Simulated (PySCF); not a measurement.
What builds the second ionisation energy along the 4d series

All values are computed (PySCF 2.14, energy differences of UHF-based or UKS calculations, no spin-orbit coupling). Each column adds one step, in eV (sums use unrounded values): valence MP2, valence CCSD, valence triples, then the next inner shell at CCSD(T) (Zr 4s 4p, Nb 4s 4p, Mo 4s 4p, Tc 4s 4p, Ru 4s 4p, Rh 4s 4p, Pd 4s 4p, Ag 4s 4p, Cd 4s 4p). References (NIST) marked * lie between the lowest fine-structure levels; the others compare directly ((s) semi-empirical, (t) theoretical).

| element | UHF | + MP2 | + CCSD | + (T) | + inner shell | sum | reference |
| --- | --- | --- | --- | --- | --- | --- | --- |
| Zr [Kr] 4d2 5s1 → [Kr] 4d2 (def2-TZVPPD with the def2 core potential (28 electrons), ECP) | 12.300 | 0.222 | 0.070 | 0.003 | 0.404 | 13.000 | 13.13 * |
| Nb [Kr] 4d4 → [Kr] 4d3 (def2-TZVPPD with the def2 core potential (28 electrons), ECP) | 13.061 | 0.532 | 0.077 | 0.013 | 0.280 | 13.963 | 14.32 (s) * |
| Mo [Kr] 4d5 → [Kr] 4d4 (def2-TZVPPD with the def2 core potential (28 electrons), ECP) | 15.108 | 0.648 | 0.043 | 0.019 | 0.161 | 15.979 | 16.16 ± 0.12 (s) * |
| Tc [Kr] 4d5 5s1 → [Kr] 4d5 (def2-TZVPPD with the def2 core potential (28 electrons), ECP) | 14.288 | 0.552 | 0.019 | 0.020 | 0.276 | 15.156 | 15.26 (s) |
| Ru [Kr] 4d7 → [Kr] 4d6 (def2-TZVPPD with the def2 core potential (28 electrons), ECP) | 14.972 | 1.357 | -0.066 | 0.070 | 0.007 | 16.339 | 16.76 ± 0.06 (s) * |
| Rh [Kr] 4d8 → [Kr] 4d7 (def2-TZVPPD with the def2 core potential (28 electrons), ECP) | 16.166 | 1.648 | -0.176 | 0.083 | 0.004 | 17.724 | 18.08 (s) * |
| Pd [Kr] 4d9 → [Kr] 4d8 (def2-TZVPPD with the def2 core potential (28 electrons), ECP) | 17.425 | 1.915 | -0.288 | 0.097 | -0.013 | 19.136 | 19.43 ± 0.12 (s) * |
| Ag [Kr] 4d10 → [Kr] 4d9 (def2-TZVPPD with the def2 core potential (28 electrons), ECP) | 19.735 | 1.993 | -0.372 | 0.094 | -0.120 | 21.330 | 21.484 * |
| Cd [Kr] 4d10 5s1 → [Kr] 4d10 (def2-TZVPPD with the def2 core potential (28 electrons), ECP) | 15.586 | 1.116 | -0.169 | 0.057 | 0.107 | 16.696 | 16.908 |

What remains against the references is mostly basis incompleteness and, for starred values, spin-orbit coupling.

These are valence bases, so the inner-shell step is incomplete.
